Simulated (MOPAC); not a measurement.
A run for MOPAC: AM1 on AlFHI (SMILES [F][AlH][I]), a point of a bond scan (R = 3.118 Å).

```
AM1 1SCF PRECISE CHARGE=0 THREADS=1
AlFHI

Al    -0.15957705 1    -0.93431310 1    -1.31851792 1
F     -1.73146193 1    -1.33495906 1    -1.60854745 1
H      2.05621051 1    -1.98742818 1    -3.24347238 1
I      0.31527061 1     0.48342589 1     0.63959727 1
```

It printed:

```
*******************************************************************************
 **                                                                           **
 **                              MOPAC v23.2.5                                **
 **                                                                           **
 *******************************************************************************
 ** MOPAC's Digital Object Identifier: https://doi.org/10.5281/zenodo.6511958 **
 **                                                                           **
 ** Please cite the open-source release paper for use of this MOPAC version:  **
 ** J. E. Moussa and J. J. P. Stewart (2026)                                  **
 ** MOPAC: An open-source semiempirical molecular orbital program             **
 ** J. Open Source Softw., 11(119), 8025, https://doi.org/10.21105/joss.08025 **
 *******************************************************************************

                              AM1 CALCULATION RESULTS

 *******************************************************************************
 *  AM1        - The AM1 Hamiltonian to be used
 *
 *
 *
 *                 CHARGE ON SYSTEM = 0
 *
 *
 *
 *  PRECISE    - TIGHTER CRITERIA TO BE USED
 *  1SCF       - DO 1 SCF AND THEN STOP
 *  THREADS=1  - MULTI-THREADING NOT USED
 *  T=         - A TIME OF 172800.0 SECONDS REQUESTED
 *  DUMP=N     - RESTART FILE WRITTEN EVERY 7200.0 SECONDS REQUESTED
 *******************************************************************************
AM1 1SCF PRECISE CHARGE=0 THREADS=1
 AlFHI

   ATOM   CHEMICAL          X               Y               Z
  NUMBER   SYMBOL      (ANGSTROMS)     (ANGSTROMS)     (ANGSTROMS)

     1      Al         -0.15957705  *  -0.93431310  *  -1.31851792  *
     2       F         -1.73146193  *  -1.33495906  *  -1.60854745  *
     3       H          2.05621051  *  -1.98742818  *  -3.24347238  *
     4       I          0.31527061  *   0.48342589  *   0.63959727  *



          CARTESIAN COORDINATES

    NO.       ATOM           X           Y           Z

     1        Al         -0.1596     -0.9343     -1.3185
     2         F         -1.7315     -1.3350     -1.6085
     3         H          2.0562     -1.9874     -3.2435
     4         I          0.3153      0.4834      0.6396

  H: (AM1): M.J.S. DEWAR ET AL, J. AM. CHEM. SOC. 107 3902-3909 (1985)
  F: (AM1): M.J.S. DEWAR AND E. G. ZOEBISCH, THEOCHEM, 180, 1 (1988).
 Al: (AM1): M. J. S. Dewar, A. J. Holder, Organometallics, 9, 508-511 (1990).
  I: (AM1): M.J.S. DEWAR AND E. G. ZOEBISCH, THEOCHEM, 180, 1 (1988).

           Empirical Formula: H Al F I  =     4 atoms



      MOLECULAR POINT GROUP   :   Cs


      RHF CALCULATION, NO. OF DOUBLY OCCUPIED LEVELS = 9


 -------------------------------------------------------------------------------
 AM1 1SCF PRECISE CHARGE=0 THREADS=1
 AlFHI



     1SCF WAS SPECIFIED, SO BFGS WAS NOT USED
     SCF FIELD WAS ACHIEVED


                              AM1 CALCULATION
                                                       MOPAC v23.2.5 Linux




          FINAL HEAT OF FORMATION =         13.66870 KCAL/MOL =      57.18984 KJ/MOL


          COSMO AREA              =        124.63 SQUARE ANGSTROMS
          COSMO VOLUME            =        109.86 CUBIC ANGSTROMS

          IONIZATION POTENTIAL    =          8.268218 EV
          HOMO LUMO ENERGIES (EV) =         -8.268 -2.810
          NO. OF FILLED LEVELS    =          9
          MOLECULAR WEIGHT        =        173.8923         POINT GROUP:  Cs

          MOLECULAR DIMENSIONS (Angstroms)

            Atom       Atom       Distance
            I     4    H     3     4.92079
            F     2    I     4     2.94898
            H     3   Al     1     0.00000


          SCF CALCULATIONS        =          1





   ATOM   CHEMICAL          X               Y               Z
  NUMBER   SYMBOL      (ANGSTROMS)     (ANGSTROMS)     (ANGSTROMS)

     1      Al         -0.15957705  *  -0.93431310  *  -1.31851792  *
     2       F         -1.73146193  *  -1.33495906  *  -1.60854745  *
     3       H          2.05621051  *  -1.98742818  *  -3.24347238  *
     4       I          0.31527061  *   0.48342589  *   0.63959727  *

                             CARTESIAN COORDINATES

   1   Al       -0.159577050    -0.934313100    -1.318517920
   2    F       -1.731461930    -1.334959060    -1.608547450
   3    H        2.056210510    -1.987428180    -3.243472380
   4    I        0.315270610     0.483425890     0.639597270


           Empirical Formula: H Al F I  =     4 atoms



      MOLECULAR POINT GROUP   :   Cs


                  EIGENVALUES
 -47.49366 -29.40470 -15.84380 -14.78534 -14.49610 -12.11846 -10.45979 -10.44024
  -8.26822  -2.80993  -1.09955  -0.20707   2.55210


              NET ATOMIC CHARGES AND DIPOLE CONTRIBUTIONS

  ATOM NO.   TYPE          CHARGE      No. of ELECS.   s-Pop       p-Pop
    1         Al           0.355318        2.6447     1.22795     1.41673
    2          F          -0.314334        7.3143     1.87567     5.43866
    3          H           0.075931        0.9241     0.92407
    4          I          -0.116915        7.1169     1.97667     5.14024
 DIPOLE           X         Y         Z       TOTAL
 POINT-CHG.     2.915    -0.575    -1.364     3.269
 HYBRID        -2.041    -0.627    -0.531     2.200
 SUM            0.874    -1.203    -1.895     2.409


          ATOMIC ORBITAL ELECTRON POPULATIONS

     Atom    s        px        py        pz
    1 Al   1.22795   0.55328   0.35502   0.50843
    2  F   1.87567   1.69952   1.85091   1.88824
    3  H   0.92407
    4  I   1.97667   1.95623   1.70166   1.48235

 **********************
 *                    *
 * JOB ENDED NORMALLY *
 *                    *
 **********************




 == MOPAC DONE ==
```

The run finished.

Cost: very roughly 0.04 core-seconds.
